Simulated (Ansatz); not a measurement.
Start from `C[NH][SnH]([F])[Cl]` and change one atom or group to get `C[S][SnH]([F])[Cl]`.

Ansatz, PBE0-D4/def2-TZVP geometries, multiplicity 1. Each molecule was computed in one conformer, which needn't be the lowest.

Elements past krypton have def2 core potentials.

```tsv
property	`C[NH][SnH]([F])[Cl]`
zero-point energy (PBE0-D4/def2-TZVP) / kJ/mol	168.1
size of the dipole moment (PBE/def2-TZVPP) / D	3.26
size of the dipole moment (ωB97M-V/def2-TZVPP) / D	3.33
size of the dipole moment (B3LYP/def2-TZVPP) / D	3.36
LUMO energy (B3LYP/def2-TZVPP) / eV	-1.54
ideal-gas entropy at 298 K and 1 bar (rigid rotor, harmonic PBE0-D4/def2-TZVP) / J/(mol·K)	385
```

Give the same properties after the change, and the shifts. (Estimate.)

Ansatz gave: 
```tsv
property	`C[S][SnH]([F])[Cl]`	shift
zero-point energy (PBE0-D4/def2-TZVP) / kJ/mol	129.3	-38.8
size of the dipole moment (PBE/def2-TZVPP) / D	1.86	-1.40
size of the dipole moment (ωB97M-V/def2-TZVPP) / D	1.94	-1.39
size of the dipole moment (B3LYP/def2-TZVPP) / D	1.98	-1.38
LUMO energy (B3LYP/def2-TZVPP) / eV	-1.97	-0.43
ideal-gas entropy at 298 K and 1 bar (rigid rotor, harmonic PBE0-D4/def2-TZVP) / J/(mol·K)	396	11
```

With PBE0 the HOMO falls by 0.19 eV and the LUMO falls by 0.46 eV, so the gap narrows by about 0.27 eV. PBE moves the HOMO by -0.33 eV and ωB97M-V by -0.08 eV. The zero-point energy changes by -38.8 kJ/mol with -3 modes. Dipoles are sizes alone; their direction can turn. Modes under 60 cm⁻¹, often nearly free rotors, make the harmonic entropy too high.

B3LYP here is the variant with VWN-RPA as its local correlation; programs differ in this.
